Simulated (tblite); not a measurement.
Parent: `[CH:1]#[C:2][CH2:3][SiH2:4][O:5][SiH2:6][O:7][SiH3:8]` with C2–C3–Si4–O5 180°, C3–Si4–O5–Si6 -53°, Si4–O5–Si6–O7 -5°, O5–Si6–O7–Si8 2°, C3H10O2Si3.

Structures optimised with GFN2-xTB, isolated species. One conformer each, not checked by frequencies here.

| coordinate of the parent | value |
| --- | --- |
| C1≡C2 | 1.197 Å |
| C2–C3 | 1.440 Å |
| C3–Si4 | 1.911 Å |
| Si4–O5 | 1.624 Å |
| O5–Si6 | 1.617 Å |
| Si6–O7 | 1.616 Å |
| O7–Si8 | 1.619 Å |
| C1–C2–C3 | 179.4° |
| C2–C3–Si4 | 113.0° |
| C3–Si4–O5 | 108.5° |
| Si4–O5–Si6 | 152.2° |
| O5–Si6–O7 | 110.8° |
| Si6–O7–Si8 | 154.3° |

Q: How does the shared frame change in `[CH:1]#[C:2][CH2:3][SiH2:4][O:5][SiH2:6][OH:7]` with C2–C3–Si4–O5 -56°, C3–Si4–O5–Si6 52°, Si4–O5–Si6–O7 -5°, O5–Si6–O7–H -25°, C3H8O2Si2? Atoms pair as C1 = C1, C2 = C2, C3 = C3, Si4 = Si4, O5 = O5, Si6 = Si6, O7 = O7 (parent first).

A: 
| parent | relative | value in the relative | change |
| --- | --- | --- | --- |
| C1≡C2 | C1≡C2 | 1.201 Å | +0.004 |
| C2–C3 | C2–C3 | 1.438 Å | -0.002 |
| C3–Si4 | C3–Si4 | 1.921 Å | +0.010 |
| Si4–O5 | Si4–O5 | 1.608 Å | -0.016 |
| O5–Si6 | O5–Si6 | 1.637 Å | +0.020 |
| Si6–O7 | Si6–O7 | 1.612 Å | -0.004 |
| C1–C2–C3 | C1–C2–C3 | 176.1° | -3.3 |
| C2–C3–Si4 | C2–C3–Si4 | 111.9° | -1.1 |
| C3–Si4–O5 | C3–Si4–O5 | 109.1° | +0.6 |
| Si4–O5–Si6 | Si4–O5–Si6 | 153.9° | +1.7 |
| O5–Si6–O7 | O5–Si6–O7 | 111.1° | +0.3 |

Of the parent's bonds, O5–Si6 changes most (+0.020 Å). Point group C1 → C1.

These are computed values.
